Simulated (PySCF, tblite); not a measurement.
A database entry of computed molecular properties. Lists by class give the value and the number of equivalent atoms.

```json
{
 "formula": "C4H11FOSi2",
 "smiles": "C[SiH](C)[SiH2][C@H](F)C=O",
 "charge": 0,
 "multiplicity": 1,
 "geometry_level": "GFN2-xTB",
 "atoms_angstrom": [
  ["C", -1.741, -1.632, 0.021],
  ["Si", -1.181, 0.003, -0.78],
  ["C", -2.536, 1.318, -0.534],
  ["Si", 0.778, 0.777, 0.224],
  ["C", 2.22, -0.272, -0.579],
  ["F", 1.853, -1.608, -0.536],
  ["C", 3.436, -0.029, 0.206],
  ["O", 4.097, 0.977, 0.156],
  ["H", -1.946, -1.504, 1.081],
  ["H", -2.645, -2.017, -0.442],
  ["H", -0.973, -2.394, -0.074],
  ["H", -1.024, -0.223, -2.232],
  ["H", -2.263, 2.262, -0.994],
  ["H", -2.715, 1.509, 0.521],
  ["H", -3.478, 1.003, -0.971],
  ["H", 0.898, 0.524, 1.668],
  ["H", 1.207, 2.161, 0.011],
  ["H", 2.34, -0.003, -1.629],
  ["H", 3.665, -0.842, 0.922]
 ],
 "electronic_structure_code": "PySCF",
 "results": {
  "GFN2-xTB geometry": {
   "point_group": "C1",
   "rotational_constants_GHz": [2.605, 0.688, 0.584]
  },
  "PBE0/pcSseg-1 ground state and GIAO shieldings, non-relativistic": {
   "dipole_D": 3.03,
   "homo_eV": -7.48,
   "lumo_eV": -1.06,
   "shift_vs_computed_TMS_C_by_class_ppm": [
    [207.6, 1],
    [97.0, 1],
    [-3.0, 1],
    [-3.7, 1]
   ],
   "shift_vs_computed_TMS_H_by_class_ppm": [
    [10.42, 1],
    [5.41, 1],
    [4.56, 1],
    [3.91, 1],
    [3.71, 1],
    [0.38, 3],
    [0.23, 3]
   ],
   "shielding_other_nuclei_by_class_ppm": [
    ["O", -320.1, 1],
    ["F", 434.1, 1],
    ["Si", 391.4, 1],
    ["Si", 416.5, 1]
   ],
   "charges_hirshfeld_e_by_atom": [-0.21, 0.3, -0.21, 0.24, -0.03, -0.11, 0.11, -0.23, 0.04, 0.05, 0.04, -0.08, 0.04, 0.04, 0.04, -0.07, -0.07, 0.05, 0.04]
  },
  "GFN2-xTB harmonic vibrations, gas phase": {
   "strongest_ir_bands_cm-1_km_per_mol_modes": [
    [593.7, 276.9, 1],
    [787.6, 238.4, 1],
    [1751.1, 459.6, 1],
    [2123.2, 232.2, 1],
    [2199.0, 346.8, 1],
    [2254.4, 217.7, 1]
   ],
   "zpe_kcal_per_mol": 84.9
  }
 }
}
```

The dipole matches unit charges of opposite sign 0.63 Å apart (1 e·Å = 4.8032 D). The rotational constants make it an asymmetric top with κ = (2B − A − C)/(A − C) = -0.90, nearer the prolate limit (−1). The zero-point energy, half the sum of the 51 harmonic wavenumbers, equals 29690 cm⁻¹ or 355 kJ/mol. With B = h/(8π²I), that is 505.379 GHz u Å² over I, the principal moments of inertia are 194.0, 735.0 and 866.0 u Å² (most abundant isotopes).

 NMR classes are plain means over equivalent atoms (diastereotopic ones count apart unless rotation or inversion swaps them), as if these changed places fast; in this geometry the members of some classes differ.

The values belong to the conformer `[CH3:1][SiH:2]([CH3:3])[SiH2:4][C@H:5]([F:6])[CH:7]=[O:8]`: C1–Si2–Si4–C5 80°, Si2–Si4–C5–F6 -48°, Si4–C5–C7–O8 -75°.
